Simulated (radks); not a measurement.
Results of a calculation; reference values are marked as such.
Species: K-. Configuration: [Ar] 4s2. Level of theory: non-relativistic Kohn-Sham, r2SCAN, spin-polarised, spherical densities, point nucleus; meta-GGA in the generalised Kohn-Sham scheme; hard spherical wall at 20 bohr (a radial shooting solver on a logarithmic mesh with Libxc functionals).

Local quantities along the radius. ELF = 1/(1 + alpha^2) is the electron localisation function; alpha = (tau - tau_W)/tau_unif compares the Pauli kinetic energy density with that of the uniform gas (summed over spins); -r V(r) is the screened charge that the Kohn-Sham potential of spin up presents (atomic units); 4 pi r^2 rho is in e/bohr; s = |grad rho|/(2 (3 pi^2)^(1/3) rho^(4/3)) is the reduced gradient.

r (bohr),ELF,alpha,-r V(r),4 pi r^2 rho,s
0.004681,1.000,0.01297,18.77,1.047,0.3932
0.006193,1.000,0.01401,18.68,1.730,0.4007
0.008261,1.000,0.01558,18.56,2.845,0.4111
0.01093,1.000,0.01787,18.41,4.502,0.4248
0.01458,1.000,0.02158,18.20,6.975,0.4441
0.01929,0.999,0.02755,17.93,10.22,0.4701
0.02552,0.999,0.03811,17.58,14.15,0.5061
0.03404,0.996,0.05938,17.12,18.30,0.5582
0.04504,0.989,0.1048,16.56,21.33,0.6286
0.06007,0.953,0.2221,15.87,22.08,0.7235
0.07948,0.779,0.5332,15.03,20.09,0.8149
0.106,0.383,1.270,13.82,16.88,0.7904
0.1403,0.250,1.730,12.76,15.87,0.5143
0.1856,0.468,1.065,11.54,18.68,0.2981
0.2475,0.771,0.5453,10.18,22.48,0.3544
0.3275,0.856,0.4094,8.751,21.34,0.5441
0.4368,0.745,0.5856,7.329,14.02,0.8529
0.5779,0.191,2.055,5.731,6.931,1.044
0.7708,0.177,2.154,4.388,5.268,0.3293
1.02,0.774,0.5400,3.573,6.660,0.3040
1.349,0.880,0.3698,2.508,6.036,0.6003
1.8,0.782,0.5281,1.668,3.283,1.039
2.381,0.315,1.474,0.6589,1.151,1.698
3.176,0.033,5.431,0.3877,0.3857,1.522
4.203,0.465,1.073,0.1644,0.3199,0.6167
5.605,0.994,0.07526,0.03398,0.3092,0.8160
7.417,1.000,0.003392,-0.1443,0.2207,1.217
9.813,1.000,0.00008765,-0.3123,0.1100,1.907
13.09,1.000,9.738e-07,-0.5018,0.03290,3.697
17.32,1.000,9.102e-09,-1.170,0.003234,15.80

On this mesh the ELF has minima near r = 0.14, 0.67, 3.2 bohr, which separate the shells, and maxima near 0.33 (0.86), 1.3 (0.88).
